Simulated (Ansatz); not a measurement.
Reaction (hydrogenolysis of a C–F bond): `FCN[SiH2][SiH3]` + H₂ → `CN[SiH2][SiH3]` + H–F

Program: Ansatz. Geometries: PBE0-D4/def2-TZVP. ΔE: electronic, gas phase. CCSD(T)/CBS is the MP2 limit (def2-TZVPP, def2-QZVPP) plus CCSD(T) − MP2 in def2-TZVPP, frozen cores. This one scheme is used for every species. DFT in def2-TZVPP. B3LYP here is the variant with VWN-RPA as its local correlation; programs differ in this. One conformer a species, not always the lowest.

```json
{"level": "PBE0-D4", "ΔE (kcal/mol)": "-14.5"}
{"level": "B3LYP-D4", "ΔE (kcal/mol)": "-12.9"}
{"level": "HF/CBS(def2)", "ΔE (kcal/mol)": "-15.5"}
{"level": "MP2/CBS(def2)", "ΔE (kcal/mol)": "-17.1"}
```

(1) What does CCSD(T)/CBS give? (An estimate is asked.)

Largest T1 diagnostic among the species: 0.012.

## Answers

(1) Computed: -16.1 kcal/mol. The listed levels differ from it by 1.6, 3.2, 0.6, -1.0 kcal/mol.

From PBE to PBE0 (25 % exact exchange), in def2-TZVPP and without D4, ΔE moves by −1.9 kcal/mol.
